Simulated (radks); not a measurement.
Polarisability of the sulfur ion S+, [Ne] 3s2 3p3, at imaginary frequency. Method: non-relativistic Kohn-Sham, exchange-only LDA, spin-polarised, spherical densities, point nucleus; open shells are filled with parallel spins first; computed with a radial shooting solver on a logarithmic mesh with Libxc functionals. Response by self-consistent Sternheimer equations with the Hartree and adiabatic exchange-only LDA kernel.

| w (hartree) | alpha1(iw) (bohr^3) |
|---|---|
| 0.00266 | 11.43 |
| 0.0143 | 11.42 |
| 0.0360 | 11.38 |
| 0.0697 | 11.25 |
| 0.118 | 10.93 |
| 0.186 | 10.28 |
| 0.280 | 9.150 |
| 0.413 | 7.478 |
| 0.605 | 5.452 |
| 0.892 | 3.478 |
| 1.35 | 1.931 |
| 2.12 | 0.9372 |
| 3.59 | 0.3986 |
| 6.94 | 0.1431 |
| 17.5 | 0.03295 |

Static values: alpha1 = 11.43 bohr^3 (1.693 angstrom^3; uncoupled 18.29). C6 = 57.06, triple-dipole C9 = 479.9 atomic units. One-pole (London) frequency 4 C6 / (3 alpha1^2) = 0.583 hartree, against 0.623 for minus the highest occupied eigenvalue. The dipole shielding factor is 0.938, as the force sum rule N/Z = 0.938 demands.
